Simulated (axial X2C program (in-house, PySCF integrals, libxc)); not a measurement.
# Bond lengths and stretching modes, held linear, of RuOH

Computed with an in-house all-electron X2C program for linear molecules (integrals from PySCF): two-component X2C with atomic mean-field Coulomb and Gaunt terms, Gaussian nuclei, basis Ru dyall-v3z, O dyall-av3z, H dyall-v3z with contracted cores. Spin-free rows use the one-electron spin-free X2C Hamiltonian.

Masses Ru 101.904, O 15.995, H 1.008 u. States: 2c Ω = 7/2 (beyond evenly filled blocks: ω = -1/2, ω = 3/2, ω = 5/2); spin-free M_S = 3/2, Λ = 2 (beyond evenly filled blocks: π+α, π-α, δ+α, δ+β, δ-α).

PBE0, spin-free: energies above the lowest point

```tsv
r(Ru–O) (Å)	r(O–H) (Å)	E (meV)
1.8184	0.9301	38.04
1.8184	0.9540	22.04
1.8184	0.9778	36.73
1.8650	0.9301	15.36
1.8650	0.9540	0.00
1.8650	0.9778	15.43
1.8650	1.0017	56.93
1.9116	0.9301	38.53
1.9116	0.9540	23.59
1.9116	0.9778	39.51
1.9583	0.9540	82.76
1.9583	1.0017	141.44
```

Problem. Fit a quadratic surface with cubic terms in each bond: where is the minimum, and what are the two stretching wavenumbers?

Solution. At PBE0, spin-free: bonds 1.862 and 0.953 Å; harmonic stretches 629.5 and 3944.7 cm⁻¹; force constants 3.4, 8.69 and coupling 0.07 mdyn/Å.

The other levels and Hamiltonians give:

```csv
Hamiltonian,level,r(Ru–O) (Å),r(O–H) (Å),lower stretch (cm⁻¹),upper stretch (cm⁻¹)
2c,PBE0,1.863,0.953,629.7,3946.3
2c,HF,1.919,0.932,631.7,4242.6
2c,B3LYP,1.874,0.956,624.2,3886.9
2c,MP2,1.878,0.955,588.4,3945.3
spin-free,HF,1.919,0.932,631.1,4241.8
spin-free,B3LYP,1.874,0.956,624.0,3885.0
spin-free,MP2,1.879,0.955,584.4,3933.0
```

Each state is one determinant, the lowest of a limited PBE0 search; the stretches come from a fit to these few points and carry an uncertainty of a few per cent. Other orders of the atoms were not compared. MP2 freezes inner shells (threshold -2 hartree). The molecule was held linear; bending was not examined, so a bent shape may lie lower. Note: functional without a current term on a determinant with orbital currents, of the molecule or an atom. Note: several unpaired electrons, one determinant need not be a pure state.
